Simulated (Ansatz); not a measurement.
Geometry optimisation, RHF/6-31G* (Ansatz 0.2.0).

input.yaml

```yaml
crystal:
  periodic: [false, false, false]
  atoms:
    - { symbol: B, position_ang: [-0.193323, -0.31145, 0.158402] }
    - { symbol: O, position_ang: [-0.358671, -0.434857, 1.526881] }
    - { symbol: H, position_ang: [-1.269675, -0.437017, 1.79254] }
    - { symbol: H, position_ang: [0.941058, -0.367502, -0.206184] }
    - { symbol: C, position_ang: [-1.409401, -0.274935, -0.851406] }
    - { symbol: H, position_ang: [-1.594835, -1.284708, -1.219875] }
    - { symbol: H, position_ang: [-2.334868, 0.087648, -0.408481] }
    - { symbol: H, position_ang: [-1.189777, 0.341706, -1.717178] }
    - { symbol: "N", position_ang: [0.234699, 2.326115, 0.794018] }
    - { symbol: H, position_ang: [1.172135, 2.634645, 0.61584] }
    - { symbol: H, position_ang: [-0.301134, 3.132331, 1.057639] }
    - { symbol: H, position_ang: [0.268893, 1.691423, 1.599104] }
basis:
  gaussian: { orbitals: "6-31G*" }
hamiltonian:
  xc: hf
relax:
  f_tol: 0.03
  max_steps: 50
```

Launched with:

```bash
$ ansatz run input.yaml --threads 1 --pin off --max-ram 2048MiB --backend cpu --events-out ev --progress --plain --runs-dir out
```

Task: Where does it end, and by what steps?

Result: The run converged. The force dipped under the threshold on the way, but the program's further checks kept it going. After 11 steps the energy has fallen by 0.084 eV; H12 moved furthest, 0.43 Å.

```json
{"step": "0", "energy less start (eV)": "0.0000", "largest force component (eV/Å)": "0.866", "accepted": "yes"}
{"step": "1", "energy less start (eV)": "-0.0551", "largest force component (eV/Å)": "0.590", "accepted": "yes"}
{"step": "2", "energy less start (eV)": "-0.0522", "largest force component (eV/Å)": "1.015", "accepted": "no"}
{"step": "3", "energy less start (eV)": "-0.0678", "largest force component (eV/Å)": "0.549", "accepted": "yes"}
{"step": "4", "energy less start (eV)": "-0.0760", "largest force component (eV/Å)": "0.180", "accepted": "yes"}
{"step": "5", "energy less start (eV)": "-0.0797", "largest force component (eV/Å)": "0.192", "accepted": "yes"}
{"step": "6", "energy less start (eV)": "-0.0814", "largest force component (eV/Å)": "0.044", "accepted": "yes"}
{"step": "7", "energy less start (eV)": "-0.0824", "largest force component (eV/Å)": "0.067", "accepted": "yes"}
{"step": "8", "energy less start (eV)": "-0.0826", "largest force component (eV/Å)": "0.181", "accepted": "yes"}
{"step": "9", "energy less start (eV)": "-0.0834", "largest force component (eV/Å)": "0.060", "accepted": "yes"}
{"step": "10", "energy less start (eV)": "-0.0836", "largest force component (eV/Å)": "0.019", "accepted": "yes"}
{"step": "11", "energy less start (eV)": "-0.0836", "largest force component (eV/Å)": "0.023", "accepted": "yes"}
```

```xyz
12
Properties=species:S:1:pos:R:3
B -0.208 -0.381 0.244
O -0.433 -0.695 1.548
H -1.352 -0.685 1.777
H 0.934 -0.421 -0.101
C -1.380 -0.202 -0.809
H -1.508 -1.128 -1.370
H -2.342 0.039 -0.358
H -1.146 0.573 -1.532
N 0.223 2.294 0.806
H 1.080 2.545 0.351
H -0.352 3.116 0.835
H 0.450 2.049 1.751
```

Whether the end is a true minimum wasn't checked by a vibrational analysis.

Time of the run: 22 s on 1 thread of Arm Neoverse V2, with other jobs on the host, peak memory 0.13 GiB.
